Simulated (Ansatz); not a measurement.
The lowest singlet and triplet of H2P (SMILES [PH2+]); geometries from B3LYP-D3(BJ)/def2-TZVP, each state relaxed from the structure named, with no frequency check.
Singlet (charge 1, multiplicity 1):
```
atom    x (Å)    y (Å)   z (Å)
----  -------  -------  ------
P     -0.0004   0.1168  0.0000
H     -1.0230  -0.8794  0.0000
H      1.0292  -0.8722  0.0000
```
Triplet (charge 1, multiplicity 3):
```xyz
3

P     -0.00022     0.08111     0.00000
H     -1.23606    -0.61174     0.00000
H      1.23941    -0.60491     0.00000
```

A positive gap puts the triplet lower; no zero-point energy. U- takes an unrestricted singlet (broken symmetry where lower, unprojected). The triplet is unrestricted in single-reference levels.

Cores are frozen in the correlated methods.

Run with Ansatz (Gaussian basis) for Hartree–Fock, density functionals and correlated methods. 

Task: Estimate the gap E(singlet) − E(triplet), adiabatic that U-PBE0/def2-TZVPP (spin-contaminated) returns for this input.

Result: -11.4 kcal/mol

Task: What gap E(singlet) − E(triplet), adiabatic does U-wB97M-V/def2-TZVPP give?

Result: -20.3 kcal/mol

Task: Give the gap E(singlet) − E(triplet), adiabatic at the level U-MP2/cc-pV(Q+d)Z (spin-contaminated).

Result: -9.7 kcal/mol

Ansatz is an electronic-structure program.
